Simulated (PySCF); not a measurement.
Ge₂H₇N.
Structure used (PBE0-D3(BJ)/def2-SVP), in Å, numbered top down from 1:
```xyz
10
Ge2H7N angstrom
N      1.6560    0.6300    0.7432
Ge     0.6190   -0.8505    0.3697
Ge    -1.6893   -0.1351    0.4830
H      2.6561    0.4424    0.7257
H      1.4763    1.4157    0.1225
H      0.8991   -1.4989   -1.0135
H      0.9414   -1.8987    1.4519
H     -2.6384   -1.2983    0.1383
H     -1.9398    1.0028   -0.5266
H     -2.0347    0.3821    1.8906
```

Method used: PBE0-D3(BJ)/def2-SVP geometry optimisation, gas phase in PySCF.

Take the most abundant isotopes and a rigid rotor. The values belong to one conformer with, in the numbering `[NH2:1][GeH2:2][GeH3:3]`, H–N1–Ge2–Ge3 180° and -57°.

(1) What are A, B and C (MHz)?

(2) What kind of rotor is it?

(3) What does the inertial defect say?

(4) Give the other two planar moments, Paa and Pbb, and the rms extents of the mass along the axes.

(5) Predict some low-J microwave lines.

Results:

(1) Ia = 50.84, Ib = 294.93, Ic = 332.10 u·Å²; 505379 MHz·u·Å²/I gives A = 9941, B = 1714, C = 1522 MHz.

(2) A near-prolate asymmetric top; Ray's κ = -0.954.

(3) Not planar: Δ = Ic − Ia − Ib = -13.66 u·Å². For a rigid frame Δ = −2 Σ m c², so Σ m c² = 6.83 u·Å² lies off the ab plane: 6.78 from hydrogen and 0.05 from heavier atoms. The atom farthest from that plane is 1.29 Å away.

(4) Paa = Σ m a² = (Ib + Ic − Ia)/2 = 288.10 and Pbb = Σ m b² = (Ia + Ic − Ib)/2 = 44.01 u·Å². With the mass M = 168.90 u, the rms extents √(P/M) along a, b and c are 1.31, 0.51, 0.20 Å.

(5) The dipole components are |μa| = 0.86 D, |μb| = 0.19 D, |μc| = 0.90 D. Intensities carry the squares of the components, which stand as 0.91 : 0.04 : 1.00 (a : b : c). Some lines, for components of 0.1 D or more:

```json
{"type": "a", "branch": "Q", "J(Ka,Kc)": "2(1,1) ← 2(1,2)", "MHz": "575", "lower level (cm⁻¹)": "0.592"}
{"type": "c", "branch": "Q", "J(Ka,Kc)": "4(1,4) ← 4(0,4)", "MHz": "7406", "lower level (cm⁻¹)": "1.078"}
{"type": "a", "branch": "R", "J(Ka,Kc)": "3(2,1) ← 2(2,0)", "MHz": "9719", "lower level (cm⁻¹)": "1.434"}
{"type": "a", "branch": "R", "J(Ka,Kc)": "3(1,2) ← 2(1,1)", "MHz": "9992", "lower level (cm⁻¹)": "0.611"}
{"type": "b", "branch": "R", "J(Ka,Kc)": "2(1,2) ← 1(0,1)", "MHz": "14507", "lower level (cm⁻¹)": "0.108"}
{"type": "c", "branch": "Q", "J(Ka,Kc)": "3(2,2) ← 3(1,2)", "MHz": "24398", "lower level (cm⁻¹)": "0.944"}
{"type": "c", "branch": "R", "J(Ka,Kc)": "4(2,2) ← 3(1,2)", "MHz": "37386", "lower level (cm⁻¹)": "0.944"}
{"type": "b", "branch": "Q", "J(Ka,Kc)": "4(3,1) ← 4(2,2)", "MHz": "41580", "lower level (cm⁻¹)": "2.191"}
{"type": "b", "branch": "R", "J(Ka,Kc)": "4(3,2) ← 3(2,1)", "MHz": "54552", "lower level (cm⁻¹)": "1.759"}
{"type": "b", "branch": "R", "J(Ka,Kc)": "4(4,1) ← 3(3,0)", "MHz": "71208", "lower level (cm⁻¹)": "3.146"}
```

Not checked by PBE0-D3(BJ)/def2-SVP frequencies. Zero-point vibration and centrifugal distortion are left out. A rigid rotor knows nothing of inversion at nitrogen or internal rotation, which can split or shift real lines. Quadrupole hyperfine structure (14N) is left out.

On Arm Neoverse V2, one thread, shared host, this took 18 s. This is the geometry optimisation.
